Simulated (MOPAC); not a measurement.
MOPAC input (PM3):

```
PM3 PRECISE GNORM=0.05 LET XYZ GEO-OK AUX(PRECISION=9) THREADS=1
O2Si

O    -0.00000000 1   -0.00000000 1   -1.51012800 1
Si    0.00000000 1    0.00000000 1    0.00000000 1
O     0.00000000 1    0.00000000 1    1.51012800 1
```

From the output:

```
                                                       MOPAC v23.2.5 Linux

          FINAL HEAT OF FORMATION =        -88.93345 KCAL/MOL =    -372.09754 KJ/MOL

          COSMO AREA              =         84.67 SQUARE ANGSTROMS
          COSMO VOLUME            =         70.97 CUBIC ANGSTROMS

          GRADIENT NORM           =          0.01287          =       0.00743 PER ATOM
          IONIZATION POTENTIAL    =         10.169916 EV
          HOMO LUMO ENERGIES (EV) =        -10.170  0.224
          NO. OF FILLED LEVELS    =          8
          MOLECULAR WEIGHT        =         60.0843         POINT GROUP:  D*h

          MOLECULAR DIMENSIONS (Angstroms)

            Atom       Atom       Distance
            O     3    O     1     2.99127
           Si     2    O     1     0.00000
           Si     2    O     3     0.00000

          SCF CALCULATIONS        =          5

   ATOM   CHEMICAL          X               Y               Z
  NUMBER   SYMBOL      (ANGSTROMS)     (ANGSTROMS)     (ANGSTROMS)

     1       O         -0.00000000  *   0.00000000  *  -1.49563395  *
     2      Si          0.00000000  *  -0.00000000  *   0.00000000  *
     3       O          0.00000000  *  -0.00000000  *   1.49563395  *

                             CARTESIAN COORDINATES

   1    O       -0.000000000     0.000000000    -1.495633952
   2   Si        0.000000000    -0.000000000     0.000000002
   3    O        0.000000000    -0.000000000     1.495633948

           Empirical Formula: O2 Si  =     3 atoms

      MOLECULAR POINT GROUP   :   D*h

                  EIGENVALUES
 -34.32063 -31.29474 -14.06572 -12.91613 -12.91613 -11.94571 -10.16992 -10.16992
   0.22395   0.22395   0.96484   4.33592

              NET ATOMIC CHARGES AND DIPOLE CONTRIBUTIONS

  ATOM NO.   TYPE          CHARGE      No. of ELECS.   s-Pop       p-Pop
    1          O          -0.568427        6.5684     1.85205     4.71638
    2         Si           1.136853        2.8631     0.93434     1.92881
    3          O          -0.568427        6.5684     1.85205     4.71638
 DIPOLE           X         Y         Z       TOTAL
 POINT-CHG.     0.000    -0.000     0.000     0.000
 HYBRID         0.000     0.000     0.000     0.000
 SUM            0.000     0.000     0.000     0.000

          ATOMIC ORBITAL ELECTRON POPULATIONS

     Atom    s        px        py        pz
    1  O   1.85205   1.68291   1.68291   1.35056
    2 Si   0.93434   0.63418   0.63418   0.66045
    3  O   1.85205   1.68291   1.68291   1.35056

 **********************
 *                    *
 * JOB ENDED NORMALLY *
 *                    *
 **********************

 == MOPAC DONE ==
```

The geometry given is a B3LYP-D3(BJ)/def2-TZVP minimum.
